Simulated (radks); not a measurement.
The nuclear charge of the dysprosium ion Dy+ is varied continuously with 65 electrons held in [Xe] 4f10 6s1. Method: Dirac Kohn-Sham, PBEsol, spin-unpolarised, spherical densities, finite nucleus; open shells fill j = l - 1/2 first; Fermi nuclear charge, rms radius 5.2218 fm; computed with a radial shooting solver on a logarithmic mesh with Libxc functionals. By the Hellmann-Feynman theorem dE/dZ = E(electron-nucleus)/Z, the electronic potential at the nucleus (averaged over a nucleus of fixed radius).

Z     E (hartree)  E(electron-nucleus)/Z (hartree)   HOMO  e(HOMO) (eV)  <r> HOMO (bohr)
65.5  -11937.1250                         -449.058  4f7/2        -2.580           0.9679
65.6  -11982.0826                         -450.094  4f7/2        -3.741           0.9464
65.7  -12027.1437                         -451.128  4f7/2        -4.983           0.9286
65.8  -12072.3082                         -452.162  4f7/2        -6.293           0.9131
65.9  -12117.5760                         -453.194  4f7/2        -7.663           0.8992
66    -12162.9470                         -454.226  6s1/2        -8.830            3.708
66.1  -12208.4213                         -455.258  6s1/2        -9.550            3.646
66.2  -12253.9987                         -456.290  6s1/2       -10.288            3.586
66.3  -12299.6793                         -457.322  6s1/2       -11.043            3.529
66.4  -12345.4630                         -458.353  6s1/2       -11.814            3.476
66.5  -12391.3499                         -459.385  6s1/2       -12.601            3.424
66.6  -12437.3400                         -460.417  6s1/2       -13.403            3.375
66.7  -12483.4333                         -461.449  6s1/2       -14.221            3.328
66.8  -12529.6298                         -462.481  6s1/2       -15.053            3.283
66.9  -12575.9295                         -463.514  6s1/2       -15.899            3.240
67    -12622.3325                         -464.547  6s1/2       -16.760            3.198

The central difference of E at Z = 66 is -454.226 hartree, to compare with the third column; the second derivative is -10.3 hartree.
